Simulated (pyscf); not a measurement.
# HO–Ga=PH, singlet

Gas-phase minimum from PySCF at ωB97X-D3(BJ)/def2-SVP, one conformer. 

```xyz
5

O     -0.4437     0.1958    -1.0724
Ga     0.7303    -0.0258     0.2201
P      2.1509    -0.2536     1.7792
H     -0.2530    -0.2536    -1.9049
H      1.3660    -1.4062     2.1300
```

Bond lengths (Å): O1–Ga2 1.760, O1–H4 0.965, Ga2–P3 2.122, P3–H5 1.438. Bond angles (°): Ga2–O1–H4 116.3, O1–Ga2–P3 178.9, Ga2–P3–H5 84.3.

Properties at ωB97X-D3(BJ)/def2-SVP:

- Harmonic wavenumbers, unscaled: 126, 131, 311, 448, 677, 725, 785, 2373, 3903 cm⁻¹
- Zero-point energy: 13.5 kcal/mol
- Rotational symmetry number: 1
- Entropy of this conformer at 298 K and 1 atm, rigid rotor and harmonic oscillator, modes under 100 cm⁻¹ raised to 100: 301.9 J/(mol K)
- Dipole moment: 3.09 D

Single-point totals, which compare only within one level (frozen core for MP2 and CC):

| level | total energy (hartree) |
|---|---|
| ωB97X-D3(BJ)/def2-TZVP | -2342.67077 |
| PBE/def2-TZVP | -2342.16261 |
| r²SCAN/def2-TZVP | -2342.61348 |
| B3LYP-D3(BJ)/def2-TZVP | -2342.76283 |
| PBE0-D3(BJ)/def2-TZVP | -2342.22609 |
| M06-2X/def2-TZVP | -2342.63196 |
| ωB97M-D3(BJ)/def2-TZVP | -2342.77232 |
| HF/def2-TZVPP | -2340.06193 |
| MP2/def2-TZVPP | -2340.67367 |
| CCSD/def2-TZVPP | -2340.68325 |
| CCSD(T)/def2-TZVPP | -2340.71258 |

Soft torsions are taken as harmonic, which can shift the entropy by several J/(mol K). The CCSD(T) − MP2 part came from Ansatz, without density fitting, on the same reference. The frozen core leaves the outer d or s,p core shells of the metals and heavy elements correlated in the MP2 and CC values, and def2-TZVPP describes them poorly, so these totals are far from the basis limit. Elements up to Kr have no core potential and no relativistic terms here.
